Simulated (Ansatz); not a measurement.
H₉PSi₃ (`[SiH3]P([SiH3])[SiH3]`). Charge 0, multiplicity 1.

| atom | x (Å) | y (Å) | z (Å) |
| --- | --- | --- | --- |
| Si1 | 1.070 | -1.166 | 1.104 |
| P2 | 0.976 | 0.740 | -0.079 |
| Si3 | 0.067 | -0.168 | -1.921 |
| Si4 | -0.955 | 1.472 | 0.803 |
| H5 | 1.397 | -0.826 | 2.513 |
| H6 | -0.207 | -1.930 | 1.075 |
| H7 | 2.152 | -2.014 | 0.539 |
| H8 | -1.111 | -1.027 | -1.623 |
| H9 | -0.355 | 0.934 | -2.825 |
| H10 | 1.105 | -0.989 | -2.598 |
| H11 | -1.426 | 2.631 | 0.000 |
| H12 | -2.018 | 0.430 | 0.816 |
| H13 | -0.695 | 1.913 | 2.197 |

What are the harmonic wavenumbers in cm⁻¹ at PBE0-D4/def2-TZVP (Ansatz, finite differences of forces, unscaled)? (An estimate is asked.)

Ansatz gave: 50i, 96, 97, 121, 121, 128, 420, 463, 463, 518, 558, 558, 624, 628, 628, 877, 877, 928, 931, 931, 937, 941, 943, 944, 2207, 2208, 2215, 2225, 2225, 2229, 2230, 2234, 2234.

Is this a minimum?

No: 1 imaginary mode, so it is a saddle point.
